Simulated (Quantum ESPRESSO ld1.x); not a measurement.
Values are calculated unless marked as measured or tabulated.
These are the eigenvalues of the occupied orbitals of an atom or ion with whole-number occupations (hartree). Code: ld1.x of Quantum ESPRESSO 7.5. Model: scalar-relativistic Kohn-Sham, LDA (Slater exchange, VWN5 correlation), spin-polarised, spherical densities, point nucleus.

1s up: -887.390
1s down: -887.389
2s up: -129.953
2s down: -129.947
2p up: -116.631
2p down: -116.626
3s up: -23.7557
3s down: -23.7516
3p up: -19.3772
3p down: -19.3728
3d up: -12.4006
3d down: -12.3947
4s up: -3.56817
4s down: -3.54469
4p up: -2.31330
4p down: -2.28921
4d up: -0.55783
4d down: -0.53559

Which element is it, and in what charge state? The configuration may be excited. Open shells, if any, are filled with parallel spins first.

Answer. Z = 46, palladium, charge +1: Pd+ in [Kr] 4d9. The list shows which subshells hold electrons but not how many an open one holds; the 1s level, -887.39 hartree, gives Z - s = 42.1 by -(Z - s)^2/2, which with screening and relativity narrows Z to a few neighbours, and the depths of the outer levels then fix element, charge and occupations together.
